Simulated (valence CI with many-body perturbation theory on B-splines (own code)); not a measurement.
Values are calculated unless marked as measured or tabulated.
# Hyperfine factors and g values of Co11+

Level of theory: relativistic CI+MBPT: six valence electrons over a frozen Dirac-Fock core [Ne], a basis of 9 s, 9 p, 8 d, 6 f, 3 g, 1 h functions for each j, with the one-electron correlation potential Σ1 (screened to all orders), the two-electron term Σ2, the three-electron term Σ3, Breit, model QED; selected single and double excitations, second order for the rest, scaled by the run's own slope (own B-spline code, finite nucleus).

No measured levels were compared; by estimate levels of excited configurations hold to 0.05 to 0.15 % of their energy, terms of the ground configuration to about 0.5 %. Among the levels kept, up to 1500 cm⁻¹ of a level comes from second order outside the variational space, and about a tenth of that is noise between levels of different J, which matters for small intervals.

A/g_I is the dipole constant over the nuclear g factor μ/I (μ in nuclear magnetons, uniformly magnetised nucleus), B/Q the quadrupole constant per barn. Both hold the static response of the core; the bare values leave it out. Large factors of s and p1/2 electrons are usually good to 5 to 10 %; those of open d and f shells near neutrality can be off by tens of per cent, and small factors of p3/2, d and f electrons come from cancelling terms and can be off by a factor of two or in sign, in half-filled shells by more. B is blank for J = 1/2, where it vanishes, and for nearly pure S terms. Energies count from the lowest level. Levels with J = 0 are left out.

Names give the largest LS component (configuration and term), which can be under half, so a name can repeat, a term be missing and a line seem to break the LS rules; names also repeat where a configuration has a term twice. Letters in brackets count levels of one name in rising energy.

```csv
Level,E (cm⁻¹),g,A/g_I (MHz),A/g_I bare,B/Q (MHz/b),B/Q bare
3s²3p⁴ ³P_2,0,1.473,4860,4810,7310,6980
3s²3p⁴ ³P_1,15809,1.500,-125,94.5,-4230,-4040
3s²3p⁴ ¹D_2,42297,1.026,9570,9150,-15800,-15100
3s3p⁵ ³P°_2,306430,1.500,20800,19900,-7700,-7350
3s3p⁵ ³P°_1,318080,1.492,19400,18600,3830,3660
3s3p⁵ ¹P°_1,391030,1.006,13300,12700,-6440,-6160
3s²3p³3d ⁵D°_1,417420,1.495,916,1230,-556,-592
3s²3p³3d ⁵D°_2,417660,1.488,1130,1410,-283,-306
3s²3p³3d ⁵D°_3,418030,1.487,1100,1350,495,515
3s²3p³3d ⁵D°_4,419330,1.492,620,855,1260,1370
3s²3p³3d ³D°_2 [a],443680,1.061,2380,2400,858,880
3s²3p³3d ³D°_3 [a],447500,1.314,629,826,4460,4330
3s²3p³3d ³D°_1 [a],449530,0.508,7420,7020,571,565
3s²3p³3d ³F°_2 [a],455130,0.786,7150,6850,-9630,-9180
3s²3p³3d ³F°_3 [a],458900,1.103,5720,5600,-9750,-9290
3s²3p³3d ³F°_4 [a],464320,1.242,4480,4450,-11000,-10500
3s²3p³3d ³G°_3,482540,0.778,3600,3500,4080,4060
3s²3p³3d ³G°_4,484760,1.073,3210,3190,5550,5470
3s²3p³3d ³G°_5,487710,1.199,4690,4620,1490,1590
3s²3p³3d ¹G°_4,494320,1.023,4910,4800,2490,2550
3s²3p³3d ¹D°_2,502590,1.001,4170,4140,7290,7020
3s²3p³3d ³D°_1 [b],517000,0.513,2100,2030,-2920,-2770
3s²3p³3d ³P°_1 [a],521420,1.489,-452,-22.0,-603,-587
3s²3p³3d ³F°_3 [b],522800,1.074,4330,4280,7600,7370
3s²3p³3d ³F°_2 [b],523820,0.843,3610,3540,9580,9250
3s²3p³3d ³F°_4 [b],525210,1.218,2880,2920,7980,7760
3s²3p³3d ³D°_2 [b],527100,1.033,3320,3340,-3550,-3370
3s²3p³3d ³P°_2 [a],532980,1.453,-459,-131,6430,6200
3s²3p³3d ³D°_3 [b],536390,1.304,3150,3220,-6240,-5890
3s²3p³3d ¹F°_3,566560,1.027,3550,3510,16000,15400
3s²3p³3d ³S°_1 [a],570380,1.556,4470,4430,-558,-530
3s²3p³3d ³P°_2 [b],570530,1.493,6070,6050,-3230,-3150
3s²3p³3d ³S°_1 [b],573430,1.550,-1590,-1150,-1560,-1510
3s²3p³3d ³P°_1 [b],583020,1.378,14000,13600,709,671
```

Task: Take the isotope of mass number 59, with I = 7/2, μ = 4.615 μN and Q = 0.42 b. What is the hyperfine structure of 3s²3p⁴ ³P_2?

Result: From the table A = 6410 MHz, B = 3070 MHz. Shifts from the centre of gravity in MHz: F = 3/2: -56000, F = 5/2: -41400, F = 7/2: -20100, F = 9/2: 8570, F = 11/2: 45600.
